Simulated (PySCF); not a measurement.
Gas-phase reaction: 6 HBO₂ → 2 B₃O₃H₃ + 3 O₂

Method: PySCF energies plus ideal-gas RRHO corrections (1 bar). The comparison is the NASA 1993 polynomial table, which mixes measured and estimated data. After a fit of one offset per element over all species, the range-separated, M06-2X, PBE0/def2-QZVP and CCSD(T)/def2-TZVPP enthalpies, where run, lie to one side of the table for B₃O₃H₃ (+31 kJ/mol): a fault of the table's entry, another state or a shared error of the levels is possible; this was not checked at source. † marks an energy on the PBE0/def2-TZVP geometry and frequencies; other levels use their own. MP2 and CCSD(T) freeze the core. 6-31G* has spherical d functions here. Open shells (unrestricted): O₂ (multiplicity 3); the rest are closed-shell singlets. B3LYP is the form with VWN-RPA correlation. MP2 isn't extrapolated to the basis-set limit. CCSD(T) isn't extrapolated to the basis-set limit. The table's entry may be an old estimate for HBO₂, B₃O₃H₃ (not checked at source).

| level | ΔH°(298 K), kJ |
|---|---|
| table | 928.8 |
| B3LYP/6-31G* | 698.5 |
| BLYP/def2-TZVP† | ? |
| CCSD(T)/def2-TZVPP† | 916.1 |
| HF/6-31G* | ? |
| M06-2X/def2-TZVP† | 883.7 |
| MP2/def2-SVP† | ? |
| PBE/def2-SVP | ? |
| r2SCAN/def2-TZVP† | 810.7 |
| LDA/def2-TZVP† | 880.2 |
| ωB97M-V/def2-TZVP† | 890.3 |

Task: What belongs in the gaps?

Result: 
- BLYP/def2-TZVP†, ΔH°(298 K), kJ: 937.6
- HF/6-31G*, ΔH°(298 K), kJ: 544.6
- MP2/def2-SVP†, ΔH°(298 K), kJ: 976.4
- PBE/def2-SVP, ΔH°(298 K), kJ: 800.4
